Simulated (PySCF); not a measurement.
Species: B2BrH6P.
Structure used (PBE0-D3(BJ)/def2-SVP), in Å, numbered top down from 1:
```
atom  x, y, z in Å
B1    -1.2115   -0.1261    0.3487
P2     0.1347    1.1999   -0.1662
B3     1.8686    0.4143   -0.3546
Br4    3.0368    0.3390    1.1198
H5    -2.2454    0.5209    0.3846
H6    -0.8032   -0.5162    1.4304
H7    -1.1519   -0.9532   -0.5466
H8     0.2990    2.2950    0.7161
H9    -0.0911    1.8621   -1.3983
H10    2.1813   -0.1255   -1.3815
```

Method used: PBE0-D3(BJ)/def2-SVP geometry optimisation, gas phase (PySCF).

Take the most abundant isotopes and a rigid rotor. The values belong to one conformer with, in the numbering `[BH3-:1][PH2+:2][BH:3][Br:4]`, B1–P2–B3–Br4 -91°.

Problem. Give the principal moments of inertia and the rotational constants in GHz.

Solution. Ia = 53.82, Ib = 397.51, Ic = 419.09 u·Å²; 505379 MHz·u·Å²/I gives 9390, 1271 and 1206 MHz, that is A = 9.3898, B = 1.2714, C = 1.2059 GHz.

Problem. Classify the top.

Solution. A near-prolate asymmetric top: κ = (2 × 1271 − 9390 − 1206)/(9390 − 1206) = -0.98.

Problem. What does the inertial defect say?

Solution. Not planar: Δ = Ic − Ia − Ib = -32.24 u·Å². For a rigid frame Δ = −2 Σ m c², so Σ m c² = 16.12 u·Å² lies off the ab plane: 8.24 from hydrogen and 7.88 from heavier atoms. The atom farthest from that plane is 1.87 Å away.

Problem. Give the other two planar moments, Paa and Pbb, and the rms extents of the mass along the axes.

Solution. Paa = Σ m a² = (Ib + Ic − Ia)/2 = 381.39 and Pbb = Σ m b² = (Ia + Ic − Ib)/2 = 37.70 u·Å². With the mass M = 137.96 u, the rms extents √(P/M) along a, b and c are 1.66, 0.52, 0.34 Å.

Problem. Which lines would a microwave search look for?

Solution. The dipole components are |μa| = 2.21 D, |μb| = 3.56 D, |μc| = 0.65 D. The squared components, which scale the intensities, stand as 0.39 : 1.00 : 0.03 (a : b : c). Some lines, for components of 0.1 D or more:

| type | branch | J(Ka,Kc) | MHz | lower level (cm⁻¹) |
| --- | --- | --- | --- | --- |
| b | R | 5(0,5) ← 4(1,4) | 4550 | 1.087 |
| a | R | 2(1,2) ← 1(1,1) | 4889 | 0.353 |
| a | R | 3(0,3) ← 2(0,2) | 7430 | 0.248 |
| c | Q | 3(1,3) ← 3(0,3) | 7956 | 0.496 |
| b | Q | 1(1,0) ← 1(0,1) | 8184 | 0.083 |
| a | R | 4(1,4) ← 3(1,3) | 9777 | 0.761 |
| a | R | 4(2,3) ← 3(2,2) | 9909 | 1.583 |
| a | R | 4(3,2) ← 3(3,1) | 9910 | 2.943 |
| a | R | 5(1,4) ← 4(1,3) | 12548 | 1.109 |
| c | R | 2(1,1) ← 1(0,1) | 13204 | 0.083 |
| b | R | 3(1,3) ← 2(0,2) | 15387 | 0.248 |
| c | R | 3(1,2) ← 2(0,2) | 15779 | 0.248 |
| c | R | 5(1,4) ← 4(0,4) | 21032 | 0.826 |
| b | Q | 4(2,2) ← 4(1,3) | 24133 | 1.109 |
| b | Q | 3(2,1) ← 3(1,2) | 24259 | 0.774 |
| b | Q | 2(2,0) ← 2(1,1) | 24356 | 0.523 |
| b | R | 2(2,1) ← 1(1,0) | 29375 | 0.356 |
| b | R | 4(2,3) ← 3(1,2) | 34166 | 0.774 |
| b | R | 5(2,4) ← 4(1,3) | 36512 | 1.109 |
| b | Q | 4(3,1) ← 4(2,2) | 40751 | 1.914 |
| b | Q | 3(3,0) ← 3(2,1) | 40754 | 1.583 |
| c | R | 4(3,2) ← 3(2,2) | 50666 | 1.583 |
| c | R | 5(3,2) ← 4(2,2) | 53139 | 1.914 |
| c | Q | 5(4,2) ← 5(3,2) | 57057 | 3.687 |
| b | Q | 5(4,1) ← 5(3,2) | 57057 | 3.687 |
| c | R | 4(4,1) ← 3(3,1) | 66967 | 2.943 |
| c | R | 5(5,1) ← 4(4,1) | 85747 | 5.177 |
| b | R | 5(5,0) ← 4(4,1) | 85747 | 5.177 |

PBE0-D3(BJ)/def2-SVP frequencies: not computed here. No vibrational averaging or centrifugal distortion is included, and the geometry carries the error of its method. A rigid rotor knows nothing of internal rotation, which can split or shift real lines. Quadrupole hyperfine structure (11B, 79Br) is left out.
